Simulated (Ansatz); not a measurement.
System: CH5GeS, charge 0, multiplicity 2. It need not be the lowest isomer of its formula. 
Structure (B3LYP-D3(BJ)/def2-TZVP (Ansatz, an electronic-structure program) minimum search):
```
S
C 1 1.8280
H 2 1.0880 1 110.78
H 2 1.0882 3 110.06 1 123.00
H 2 1.0884 3 109.02 4 119.84
Ge 1 2.2302 2 100.84 3 66.23
H 6 1.5518 1 104.57 2 163.49
H 6 1.5592 7 109.91 1 115.36
```
Charge 0, spin multiplicity 2.

Quantity: atomisation energy (electronic, to ground-state atoms), in kcal/mol. Cores are frozen in the correlated levels unless marked. UHF or UKS for open shells. No spin-orbit coupling. Frozen are the shells of the preceding noble gas and the d and f shells that filled before the atom's block. No relativistic terms. The coupled-cluster limit lacks core correlation, which all-electron functionals hold. CBS marks a two-point X^-3 extrapolation of the correlation energy; Hartree-Fock from the larger set.

```csv
level,program,atomisation energy (kcal/mol)
BHLYP/def2-TZVPD,Ansatz,562.8
MP2/6-31G*,Ansatz,512.5
MP2/def2-SVPD,Ansatz,546.9
SCS-MP2/6-31G*,Ansatz,510.2
SCS-MP2/def2-SVP,Ansatz,540.2
CCSD/def2-TZVPP,Ansatz,557.3
"CCSD(T)/CBS(def2-TZVPPD,def2-QZVPPD)",Ansatz,579.7
```
